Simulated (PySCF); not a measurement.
Spin states of HI

Unrestricted PBE0; basis H aug-cc-pVDZ, I aug-cc-pVDZ-PP with ECP28; scalar-relativistic core potentials; PySCF 2.14. Outer shells of the fragments: H 1s1; I 4d10 5s2 5p5.

Followed along the bond (rough minima from three points):

```json
{"2Ms+1": "1", "unpaired": "none", "⟨S²⟩ at the start": "0.00", "R at minimum (Å)": "1.62", "Te (eV)": "0.00"}
{"2Ms+1": "3", "unpaired": "σ ↑, π ↑", "⟨S²⟩ at the start": "2.00", "R at minimum (Å)": "none in the scan", "Te (eV)": "≤ 4.33"}
```

Solutions found at the starting distance of 1.630 Å, counted from the lowest of them; the search is not exhaustive and high or unbound solutions are not listed, so other states can lie among these:

```csv
2Ms+1,unpaired,term,E (eV),⟨S²⟩,⟨Lz²⟩,μ (D)
1,none,¹Σ⁺,0.00,0.00,0.00,-0.48
3,"σ ↑, π ↑",³Π,4.90,2.00,1.01,0.85
1,"σ ↓, π ↑",mixed,5.09,1.01,1.01,0.85
3,σ ↑↑,³Σ⁺,7.26,2.00,0.00,0.00
3,π ↑↑,mixed,8.27,2.00,2.00,-0.64
3,π ↑↑,mixed,8.49,2.00,2.00,-0.76
```

A term symbol is given only where ⟨S²⟩ and ⟨Lz²⟩ are close to those of a pure state; real π, δ and φ orbitals otherwise mix terms. A positive dipole means H(−)I(+).

The measured ground state is X ¹Σ+ (Huber and Herzberg, Constants of Diatomic Molecules (1979)).

Spin–orbit coupling is left out. Counting both spins, an empty level lies below a filled one in some of these solutions, because spin and occupation are held.
